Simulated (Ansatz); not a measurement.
Diatomic AlCo, multiplicity 3 (the spin of the measured ground state). No spin–orbit coupling. Co is treated without relativity.

The constants come from a fifth-degree fit in 1/R (seven points, main isotopes). Runs in def2 and cc sets follow the lowest solution found near the PBE0 minimum.

Correlated levels freeze the inner cores; with def2 sets outer-core shells near the valence are correlated too.

Programs: Ansatz (a quantum-chemistry and plane-wave program) with Gaussian orbitals. 

Energies at B2PLYP/def2-TZVPP:

```json
[
 {"R (Å)": "2.273307", "E (hartree)": "-1624.86630769"},
 {"R (Å)": "2.334417", "E (hartree)": "-1624.86801223"},
 {"R (Å)": "2.390639", "E (hartree)": "-1624.86864218"},
 {"R (Å)": "2.454194", "E (hartree)": "-1624.86848046"},
 {"R (Å)": "2.517749", "E (hartree)": "-1624.86757776"},
 {"R (Å)": "2.591081", "E (hartree)": "-1624.86582364"},
 {"R (Å)": "2.676636", "E (hartree)": "-1624.86306055"}
]
```

Question: With a reduced mass of 18.5080 u, find the minimum, the force constant and the constants.

Answer: A fifth-degree polynomial in 1/R puts the minimum at r_e = 2.4097 Å with force constant 93.9 N/m. Then ω_e = (1/2πc)√(k/μ) = 293 cm⁻¹ and B_e = h/(8π²cμr_e²) = 0.1569 cm⁻¹; the cubic and quartic terms give α_e = 0.00097 and ω_e x_e = 1.3 cm⁻¹.
